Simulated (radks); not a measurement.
Results of a calculation; reference values are marked as such.
Excited configurations of Re+: one electron is placed in a higher orbital outside [Xe] 4f14 5d5. The ground configuration is [Xe] 4f14 5d5 6s1. Code: a radial shooting solver on a logarithmic mesh with Libxc functionals. Model: Dirac Kohn-Sham, PBE, spin-unpolarised, spherical densities, point nucleus; open shells are shared between the two j in proportion to 2j + 1. Excitation = E - E(ground); binding = E(ion) - E, where the ion is the core of charge +2; n* = 2/sqrt(2 binding) in atomic units, and the quantum defect is n - n*. Eigenvalue and <r> are those of j = l + 1/2.

outer orbital	excitation (eV)	binding (eV)	eigenvalue (eV)	<r> (bohr)
5f	12.751	3.575	-2.495	8.407
6p	5.746	10.579	-7.477	3.838
6d	10.925	5.400	-3.905	6.406
7s	9.747	6.578	-5.178	6.475
7p	11.253	5.072	-3.883	8.063
7f	14.579	1.746	-1.361	21.48

The Delta-SCF ionisation energy is 16.325 eV (NIST Atomic Spectra Database: 16.6 eV, semi-empirical). Self-interaction in the functional shifts the binding energies and quantum defects, so they are the method's values and not measured ones. Spin polarisation and multiplet splitting are left out, so open shells lie too high by an amount that depends on their filling. Sharing an open shell by 2j + 1 raises it above the true ground level by a part of the spin-orbit splitting, which enters the differences from NIST.

Beside tabulated values, note that spin-unpolarised runs miss the spin-polarisation part of the exchange energy of open shells.
